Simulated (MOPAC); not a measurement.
A run for MOPAC: PM7 on SiS, a point of a bond scan (R = 3.392 Å).

```
PM7 1SCF PRECISE CHARGE=0 THREADS=1
SSi

Si    -0.00000000 1    -0.00000000 1    -1.03360590 1
S      0.00000000 1     0.00000000 1     2.35791346 1
```

The log:

```
*******************************************************************************
 **                                                                           **
 **                              MOPAC v23.2.5                                **
 **                                                                           **
 *******************************************************************************
 ** MOPAC's Digital Object Identifier: https://doi.org/10.5281/zenodo.6511958 **
 **                                                                           **
 ** Please cite the open-source release paper for use of this MOPAC version:  **
 ** J. E. Moussa and J. J. P. Stewart (2026)                                  **
 ** MOPAC: An open-source semiempirical molecular orbital program             **
 ** J. Open Source Softw., 11(119), 8025, https://doi.org/10.21105/joss.08025 **
 *******************************************************************************

                              PM7 CALCULATION RESULTS

 *******************************************************************************
 *  PM7        - The PM7 Hamiltonian to be used
 *
 *
 *
 *                 CHARGE ON SYSTEM = 0
 *
 *
 *
 *  PRECISE    - TIGHTER CRITERIA TO BE USED
 *  1SCF       - DO 1 SCF AND THEN STOP
 *  THREADS=1  - MULTI-THREADING NOT USED
 *  T=         - A TIME OF 172800.0 SECONDS REQUESTED
 *  DUMP=N     - RESTART FILE WRITTEN EVERY 7200.0 SECONDS REQUESTED
 *******************************************************************************
PM7 1SCF PRECISE CHARGE=0 THREADS=1
 SSi

   ATOM   CHEMICAL          X               Y               Z
  NUMBER   SYMBOL      (ANGSTROMS)     (ANGSTROMS)     (ANGSTROMS)

     1      Si         -0.00000000  *  -0.00000000  *  -1.03360590  *
     2       S          0.00000000  *   0.00000000  *   2.35791346  *



          CARTESIAN COORDINATES

    NO.       ATOM           X           Y           Z

     1        Si         -0.0000     -0.0000     -1.0336
     2         S          0.0000      0.0000      2.3579

 General Reference for PM7:
 "Optimization of Parameters for Semiempirical Methods VI: More Modifications to the
 NDDO Approximations and Re-optimization of Parameters", J. J. P. Stewart, J. Mol. Mod., 1:32, 19 (2013)
 https://link.springer.com/article/10.1007/s00894-012-1667-x

           Empirical Formula: Si S  =     2 atoms



      MOLECULAR POINT GROUP   :   C*v


      RHF CALCULATION, NO. OF DOUBLY OCCUPIED LEVELS = 5


 -------------------------------------------------------------------------------
 PM7 1SCF PRECISE CHARGE=0 THREADS=1
 SSi



     1SCF WAS SPECIFIED, SO BFGS WAS NOT USED
     SCF FIELD WAS ACHIEVED


                              PM7 CALCULATION
                                                       MOPAC v23.2.5 Linux




          FINAL HEAT OF FORMATION =        175.94434 KCAL/MOL =     736.15111 KJ/MOL


          COSMO AREA              =        114.39 SQUARE ANGSTROMS
          COSMO VOLUME            =        101.62 CUBIC ANGSTROMS

          IONIZATION POTENTIAL    =          8.006745 EV
          HOMO LUMO ENERGIES (EV) =         -8.007 -2.450
          NO. OF FILLED LEVELS    =          5
          MOLECULAR WEIGHT        =         60.1455         POINT GROUP:  C*v

          MOLECULAR DIMENSIONS (Angstroms)

            Atom       Atom       Distance
            S     2   Si     1     3.39152
            S     2   Si     1     0.00000
           Si     1    S     2     0.00000


          SCF CALCULATIONS        =          1





   ATOM   CHEMICAL          X               Y               Z
  NUMBER   SYMBOL      (ANGSTROMS)     (ANGSTROMS)     (ANGSTROMS)

     1      Si         -0.00000000  *  -0.00000000  *  -1.03360590  *
     2       S          0.00000000  *   0.00000000  *   2.35791346  *

                             CARTESIAN COORDINATES

   1   Si       -0.000000000    -0.000000000    -1.033605900
   2    S        0.000000000     0.000000000     2.357913460


           Empirical Formula: Si S  =     2 atoms



      MOLECULAR POINT GROUP   :   C*v


                  EIGENVALUES
 -22.15708 -14.24907  -8.52378  -8.52378  -8.00675  -2.45049   0.01471   0.01471
   0.49918   0.61000   0.61000   0.91374   0.91374  25.97309  25.97309  26.26086
  26.26086  26.41535


              NET ATOMIC CHARGES AND DIPOLE CONTRIBUTIONS

  ATOM NO.   TYPE          CHARGE      No. of ELECS.   s-Pop       p-Pop       d-Pop
    1         Si           0.313826        3.6862     1.97089     1.71311     0.00217
    2          S          -0.313826        6.3138     1.99868     4.31166     0.00349
 DIPOLE           X         Y         Z       TOTAL
 POINT-CHG.     0.000     0.000    -5.112     5.112
 HYBRID         0.000     0.000     0.517     0.517
 SUM            0.000     0.000    -4.595     4.595


          ATOMIC ORBITAL ELECTRON POPULATIONS

     Atom    s        px        py        pz      x^2-y^2     xz        z^2       yz        xy
    1 Si   1.97089   0.00055   0.00055   1.71201   0.00000   0.00033   0.00151   0.00033   0.00000
    2  S   1.99868   1.99887   1.99887   0.31391   0.00000   0.00024   0.00301   0.00024   0.00000

 **********************
 *                    *
 * JOB ENDED NORMALLY *
 *                    *
 **********************




 == MOPAC DONE ==
```

The run finished.

Cost: about 0.03 core-seconds (a rough figure).
